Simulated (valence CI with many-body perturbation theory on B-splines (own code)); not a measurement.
**Ta⁵⁸⁺: calculated level list**

Level of theory: valence CI with perturbative core correlation (CI+MBPT): five valence electrons over a frozen Dirac-Fock core [Ne], a basis of 11 s, 11 p, 10 d, 8 f, 5 g, 2 h functions for each j, with the one-electron correlation potential Σ1, the two-electron term Σ2, the three-electron term Σ3, Breit, model QED; selected CI, second order for the rest, scaled by the run's own slope (own B-spline code, finite nucleus).

The last digits are not significant, and no measured levels were compared; by estimate large intervals hold to a few tenths of a per cent, small ones and those within an open d or f shell to about a per cent. Among the levels kept, up to 3200 cm⁻¹ of a level comes from second order outside the variational space, and about a tenth of that is noise between levels of different J, which matters for small intervals.

Levels 91 to 135 of 166, with energies above the lowest level, (3s^2 3p1/2^2 3p3/2) J=3/2. "Leading %" is the weight of the configuration and term that name the level; weights of strongly mixed levels are sums over their largest components and can fall short, so below about 35 % the name and the second component can differ from the true leading terms, or belong to a minority configuration. In the jj column 3d3/2^4 stands for four electrons in 3d with j = 3/2.

```tsv
No.	Configuration	Term	J	E (eV)	Leading %	Leading jj	Second component	g
91	3s.3p3.3d	4D°	7/2	1066.1	32	3s 3p1/2 3p3/2^2 3d3/2 (84 %)	22 % 3s.3p3.3d 2F°	1.230
92	3s.3p3.3d	4D°	1/2	1068.9	56	3s 3p1/2 3p3/2^2 3d3/2 (82 %)	8 % 3s2.3p.3d2 4D°	0.591
93	3s.3p3.3d	4P°	3/2	1074.8	32	3s 3p1/2 3p3/2^2 3d3/2 (89 %)	24 % 3s.3p3.3d 4S°	1.471
94	3s.3p3.3d	4F°	3/2	1080.5	32	3s 3p1/2 3p3/2^2 3d3/2 (94 %)	20 % 3s.3p3.3d 4D°	0.875
95	3s.3p3.3d	2F°	5/2	1081.1	26	3s 3p1/2 3p3/2^2 3d3/2 (95 %)	20 % 3s.3p3.3d 4F°	1.035
96	3s.3p3.3d	2G°	7/2	1082.6	59	3s 3p1/2 3p3/2^2 3d3/2 (92 %)	10 % 3s.3p3.3d 2F°	1.036
97	3s.3p3.3d	2F°	5/2	1086.5	30	3s 3p1/2 3p3/2^2 3d3/2 (93 %)	24 % 3s.3p3.3d 2D°	1.034
98	3s.3p3.3d	6D°	9/2	1096.0	44	3s 3p1/2 3p3/2^2 3d5/2 (97 %)	24 % 3s.3p3.3d 4G°	1.359
99	3s.3p3.3d	4D°	7/2	1101.5	46	3s 3p1/2 3p3/2^2 3d5/2 (91 %)	21 % 3s.3p3.3d 4F°	1.347
100	3s.3p3.3d	4D°	3/2	1102.7	24	3s 3p1/2 3p3/2^2 3d3/2 (79 %)	16 % 3s.3p3.3d 2P°	1.282
101	3s.3p3.3d	2P°	1/2	1103.5	43	3s 3p1/2 3p3/2^2 3d3/2 (89 %)	24 % 3s.3p3.3d 4D°	0.855
102	3s.3p3.3d	2F°	5/2	1104.4	19	3s 3p1/2 3p3/2^2 3d3/2 (74 %)	13 % 3s.3p3.3d 2D°	1.022
103	3s.3p3.3d	4D°	1/2	1110.5	35	3s 3p1/2 3p3/2^2 3d3/2 (82 %)	12 % 3s.3p3.3d 2P°	0.838
104	3s.3p3.3d	4D°	3/2	1110.6	10	3s 3p1/2 3p3/2^2 3d3/2 (57 %)	10 % 3p5 2P°	1.056
105	3s.3p3.3d	4G°	11/2	1119.2	97	3s 3p1/2 3p3/2^2 3d5/2 (97 %)		1.259
106	3s.3p3.3d	4F°	9/2	1121.1	57	3s 3p1/2 3p3/2^2 3d5/2 (94 %)	29 % 3s.3p3.3d 2G°	1.245
107	3s.3p3.3d	4D°	1/2	1122.0	35	3s 3p1/2 3p3/2^2 3d5/2 (88 %)	24 % 3s.3p3.3d 2P°	1.052
108	3s.3p2.3d2	4F	9/2	1123.5	28	3s 3p1/2^2 3d5/2^2 (94 %)	13 % 3s.3p2.3d2 6D	1.259
109	3s.3p3.3d	4D°	5/2	1134.3	40	3s 3p1/2 3p3/2^2 3d5/2 (91 %)	9 % 3s.3p3.3d 4P°	1.313
110	3s.3p2.3d2	2D	5/2	1136.2	20	3s 3p1/2^2 3d5/2^2 (96 %)	12 % 3s.3p2.3d2 4P	1.350
111	3s.3p3.3d	2S°	1/2	1139.5	37	3s 3p1/2 3p3/2^2 3d5/2 (77 %)	30 % 3s.3p3.3d 2P°	1.358
112	3s.3p3.3d	2D°	3/2	1140.0	29	3s 3p1/2 3p3/2^2 3d5/2 (93 %)	28 % 3s.3p3.3d 4D°	1.188
113	3s.3p3.3d	2F°	7/2	1141.4	38	3s 3p1/2 3p3/2^2 3d5/2 (80 %)	17 % 3s.3p3.3d 2G°	1.117
114	3s.3p2.3d2	2F	7/2	1141.8	24	3s 3p1/2^2 3d5/2^2 (95 %)	10 % 3s.3p2.3d2 4G	1.080
115	3s.3p3.3d	4D°	5/2	1144.2	29	3s 3p1/2 3p3/2^2 3d5/2 (85 %)	23 % 3s.3p3.3d 4P°	1.303
116	3s.3p2.3d2	2D	3/2	1147.9	23	3s 3p1/2^2 3d5/2^2 (94 %)	16 % 3s.3p2.3d2 4F	1.081
117	3s2.3p.3d2	2G°	7/2	1150.7	23	3s^2 3p3/2 3d3/2^2 (66 %)	21 % 3s2.3p.3d2 4G°	1.064
118	3s.3p3.3d	2P°	3/2	1152.6	37	3s 3p1/2 3p3/2^2 3d5/2 (76 %)	20 % 3s.3p3.3d 4S°	1.353
119	3s.3p3.3d	4D°	7/2	1152.8	24	3s 3p1/2 3p3/2^2 3d5/2 (78 %)	11 % 3s.3p3.3d 2G°	1.205
120	3s2.3p.3d2	4F°	5/2	1154.6	23	3s^2 3p3/2 3d3/2^2 (63 %)	16 % 3s2.3p.3d2 2F°	1.027
121	3s.3p3.3d	2G°	9/2	1154.7	62	3s 3p1/2 3p3/2^2 3d5/2 (76 %)	9 % 3s.3p3.3d 4G°	1.127
122	3s.3p3.3d	4D°	5/2	1156.6	29	3s 3p1/2 3p3/2^2 3d5/2 (82 %)	21 % 3s.3p3.3d 2D°	1.175
123	3s2.3p.3d2	4D°	1/2	1156.7	52	3s^2 3p3/2 3d3/2^2 (63 %)	11 % 3s2.3p.3d2 2P°	0.424
124	3s2.3p.3d2	4D°	3/2	1157.6	27	3s^2 3p3/2 3d3/2^2 (56 %)	16 % 3s.3p3.3d 2D°	0.967
125	3s.3p3.3d	2F°	5/2	1163.9	32	3s 3p1/2 3p3/2^2 3d5/2 (87 %)	24 % 3s.3p3.3d 2D°	1.140
126	3s.3p3.3d	4D°	7/2	1165.2	35	3s 3p1/2 3p3/2^2 3d5/2 (96 %)	24 % 3s.3p3.3d 2F°	1.237
127	3s.3p2.3d2	4P	1/2	1166.9	43	3s 3p1/2^2 3d5/2^2 (94 %)	20 % 3s.3p2.3d2 2S	2.013
128	3s.3p3.3d	2P°	3/2	1169.2	37	3s 3p1/2 3p3/2^2 3d5/2 (84 %)	23 % 3s.3p3.3d 2D°	1.073
129	3s.3p3.3d	2F°	7/2	1169.6	43	3s 3p1/2 3p3/2^2 3d5/2 (80 %)	9 % 3s.3p3.3d 2G°	1.182
130	3s.3p3.3d	2D°	5/2	1172.3	39	3s 3p1/2 3p3/2^2 3d5/2 (89 %)	18 % 3s.3p3.3d 2F°	1.159
131	3s2.3p.3d2	2P°	3/2	1176.5	20	3s^2 3p3/2 3d3/2^2 (69 %)	16 % 3s2.3p.3d2 4P°	1.347
132	3s.3p3.3d	2S°	1/2	1178.5	27	3s 3p1/2 3p3/2^2 3d5/2 (76 %)	20 % 3s.3p3.3d 2P°	1.181
133	3s.3p3.3d	2D°	3/2	1183.7	32	3s 3p1/2 3p3/2^2 3d5/2 (75 %)	15 % 3s.3p3.3d 2P°	1.106
134	3s.3p3.3d	2D°	5/2	1189.6	30	3s 3p1/2 3p3/2^2 3d5/2 (82 %)	14 % 3s.3p3.3d 2F°	1.080
135	3s.3p3.3d	2D°	3/2	1191.1	24	3s 3p1/2 3p3/2^2 3d5/2 (75 %)	19 % 3s.3p3.3d 2P°	1.174
```

Where two levels of one J and parity lie close, their mixing, g and order are uncertain.
